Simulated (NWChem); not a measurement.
# AlBrCl2; SMILES [Cl][Al]([Cl])[Br]

```xyz
4

Al     0.0000     0.0000    -0.5156
Cl     0.0000     1.7970    -1.5654
Cl     0.0000    -1.7970    -1.5654
Br     0.0000     0.0000     1.7122
```
Atoms are numbered in this order, from 1.

Results from NWChem. All runs use the structure optimised with PBE0/def2-SVP. Ions are spin-unrestricted doublets at the neutral geometry; other ion states weren't tried.

### Question
What does the run give for PBE0/def2-SVP? Quantities: vertical ionisation energy, ΔSCF (eV); −ε(HOMO) (eV).

### Answer
- vertical ionisation energy, ΔSCF (eV) = 11.05
- −ε(HOMO) (eV) = 8.88
